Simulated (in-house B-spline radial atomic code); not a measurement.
A radial electron density 4πr²n(r) was computed for an atom or ion in its tabulated ground configuration with a B-spline radial code for spherical atoms; method: non-relativistic Hartree-Fock, average of configuration. Columns: r (bohr), 4πr²n(r) (electrons per bohr), bar.

```
 0.00233    0.588 #
 0.00263   0.7381 #
 0.00296   0.9196 ##
 0.00333    1.143 ##
 0.00375    1.419 ##
 0.00422    1.755 ###
 0.00476    2.174 ####
 0.00536    2.675 ####
 0.00603    3.274 #####
 0.00679    3.997 #######
 0.00765     4.86 ########
 0.00862    5.879 ##########
  0.0097    7.054 ############
  0.0109     8.39 ##############
  0.0123    9.964 ################
  0.0139    11.75 ###################
  0.0156     13.6 ######################
  0.0176    15.67 ##########################
  0.0198    17.77 #############################
  0.0223    19.91 #################################
  0.0251    21.95 ####################################
  0.0283     23.8 #######################################
  0.0318    25.27 ##########################################
  0.0359    26.28 ###########################################
  0.0404    26.63 ############################################
  0.0455    26.25 ###########################################
  0.0512    25.08 #########################################
  0.0577    23.11 ######################################
   0.065    20.46 ##################################
  0.0732    17.33 #############################
  0.0824    13.96 #######################
  0.0928    10.62 ##################
   0.105     7.47 ############
   0.118    4.985 ########
   0.133    3.036 #####
   0.149     1.74 ###
   0.168   0.8723 #
   0.189    0.395 #
   0.213   0.1551
```

**Question.** Which atom or ion is it?
A. Mn23+
B. Ni24+
C. Mn22+
D. Mn24+

**Answer.** A. The area under the curve, ∫4πr²n dr = ∫r·4πr²n d(ln r) on this logarithmic grid, is 2 electrons, which only this option has. The configuration is 1s2.
